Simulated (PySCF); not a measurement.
C⁺ (carbon, charge +1): UHF calculation

Configuration: [He] 2s1 2p2, high-spin 4P determinant (an excited configuration). Calculation: PySCF 2.14, in aug-cc-pVTZ with one added diffuse shell each of s, p, d, f type (6s5p4d3f, 62 functions); the non-relativistic Hamiltonian (point nucleus).

| Property | Result |
| --- | --- |
| Total energy | -37.160584 hartree |
| One-electron energy | -47.3753 hartree |
| Hartree (Coulomb) energy | 15.1339 hartree |
| Exchange energy | -4.9192 hartree |
| Kinetic energy | 37.14815 hartree |
| ⟨S²⟩ | 3.7500 |
| ⟨L²⟩ | 2.008 |
| Sum of ⟨r⟩ | 4.897 bohr |
| Sum of ⟨r²⟩ | 7.910 bohr² |
| Traceless quadrupole moment −½Σ⟨3z² − r²⟩ along its main axis | 1.15 e·bohr² |
| Density at the nucleus (Gaussians lack the cusp) | 120 bohr⁻³ |
| Spin density at the nucleus | 3.14 bohr⁻³ |
| Langevin diamagnetic susceptibility | -6.26 ×10⁻⁶ cm³/mol |

```csv
shell,electrons,mean orbital energy (eV),"rms radius, mean of both spins (bohr)"
1s α,1,-324.06,0.312
1s β,1,-320.83,0.312
2s α,1,-36.595,1.56
2p α,2,-25.873,1.62
```

Spin-orbit constants ζ (cm⁻¹) from the X2C one-electron operator on these orbitals (non-relativistic here): bare nucleus, nucleus screened by l(l+1)(2l+1)/3 electrons, and screened by the Breit-Pauli mean field of the electrons.

```
shell   bare  screened nucleus  mean field
   2p  76.55             51.03       41.12
```

To first order the Landé constant is A = 13.71 cm⁻¹, so the lowest level has J = 1/2 and lies 0.00425 eV below the centre of the term. This holds in LS coupling only.
